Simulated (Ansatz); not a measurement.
Cost and result for the atomization energy of `CC[Si]Cl` (9 atoms, 8 bonds).

```xyz
9

C     0.8681    0.3465    0.1705
C    -0.1413   -0.6384   -0.3929
Si   -2.0110   -0.4461   -0.1690
Cl   -2.1188    1.3215    0.9432
H     1.8934    0.0540   -0.0706
H     0.7869    0.4181    1.2567
H     0.7044    1.3505   -0.2255
H    -0.0313   -0.7445   -1.4855
H     0.0495   -1.6616   -0.0271
```

Total charge 0; spin multiplicity 1. Geometry: relaxed with PBE0-D4/def2-TZVP. It is one conformer, not always the lowest. Program: Ansatz. Hardware: A = 2 threads of an AMD EPYC 7R13 on a shared host; B = 2 threads of an AMD EPYC 7R13 on a shared host and a share of an NVIDIA H100 80 GB. Times are those of one run each, without the atoms' runs, and a repeat can differ threefold. Electronic energies, without spin–orbit coupling; frozen cores. CCSD(T)/CBS extrapolates def2-TZVPP and def2-QZVPP, and its time is that of the two runs behind it. T1 = 0.012; the RHF reference is unstable towards UHF. B3LYP takes the VWN-RPA correlation (the form of Gaussian; ORCA's B3LYP/G).

CCSD(T)/CBS is a level of theory with its own doubt, some kJ/mol a heavy atom from the limit and from the frozen cores, so smaller differences don't rank the functionals.

```tsv
level	functions	wall time	atomization (kcal/mol)	difference from CCSD(T)/CBS	per bond
PBE-D4/def2-TZVPP (with forces) [A]	216	2.3 s	791.3	13.4	1.7
PBE0-D4/def2-TZVPP [A]	216	2.9 s	781.5	3.6	0.4
r2SCAN-D4/def2-TZVPP (with forces) [A]	216	4.2 s	779.1	1.2	0.1
B3LYP-D4/def2-TZVPP (with forces) [A]	216	4.7 s	777.3	-0.6	-0.1
B2PLYP/def2-TZVPP [A]	216	6.5 s	768.4	-9.5	-1.2
ωB97X-V/def2-TZVPP [A]	216	7 s	779.7	1.8	0.2
CCSD(T)/def2-TZVPP [B]	216	8.5 s	758.4	-19.5	-2.4
ωB97M-V/def2-TZVPP (with forces) [A]	216	10 s	783.2	5.3	0.7
CCSD(T)/def2-QZVPP [B]	404	13 s	769.9	-8.0	-1.0
CCSD(T)/CBS(def2)	–	22 s	777.9	0.0	0.0
```

In def2-TZVPP, CCSD(T) changes the Hartree–Fock value by +176.9 kcal/mol (the triples alone add +10.8 kcal/mol) and MP2 by +185.5 kcal/mol; breaking electron pairs costs correlation energy, which Hartree–Fock lacks. From PBE to PBE0 (25 % exact exchange), in def2-TZVPP and without D4, the atomization energy moves by −9.0 kcal/mol: exact exchange takes away binding that semilocal exchange gives to molecules. The D4 term adds +7.9 kcal/mol with B3LYP and +4.1 kcal/mol with PBE0; it sums over pairs of atoms, weighted by their polarisabilities, and B3LYP, whose exchange is more repulsive, gets the larger term.
